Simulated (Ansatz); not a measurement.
Consider the redistribution: `[F][InH][GeH3]` + `N[SiH2]CF` → `F[CH2][InH][F]` + `N[SiH2][GeH3]`.

Isolated molecules relaxed with PBE0-D4/def2-TZVP in Ansatz; ΔE leaves out vibrations. CCSD(T)/CBS adds triple-zeta CCSD(T) − MP2 to the extrapolated MP2 energy (def2 sets, frozen cores). DFT in def2-TZVPP. HSE06 is defined as in plane-wave codes. Elements past krypton have def2 core potentials. For Ge, In outer-core shells are correlated without core-valence functions, which leaves a few kJ/mol of doubt a bond. Scalar relativity is left out up to krypton. One conformer a species, not always the lowest.

```tsv
level	ΔE (kJ/mol)	difference from CCSD(T)/CBS
revPBE-D4	54.3	-8.2
r2SCANh-D4	62.2	-0.3
PBE-QIDH	62.7	0.2
BLYP	60.2	-2.3
r2SCAN	60.9	-1.6
PBE0	60.5	-2.0
r2SCAN0	64.5	2.0
HSE06	60.4	-2.1
LC-ωPBE	59.4	-3.1
RPA@PBE/def2-TZVPP	57.3	-5.2
HF/def2-SVP	76.9	14.4
CCSD(T)/def2-SVP	68.3	5.8
MP2/def2-TZVPP	62.2	-0.3
SCS-MP2/def2-TZVPP	62.8	0.3
HF/def2-QZVPP	74.1	11.6
CCSD/CBS(def2)	64.6	2.1
CCSD(T)/CBS	62.5	0
```

Largest T1 diagnostic among the species: 0.015.

From PBE to PBE0 (25 % exact exchange), in def2-TZVPP and without D4, ΔE moves by +4.3 kJ/mol. Leaving LDA and LC-ωPBE aside and taking each functional with its dispersion term where it has one, the values, not all of them listed here, spread over 13.7 kJ/mol, from revPBE-D4 to BHLYP-D4.
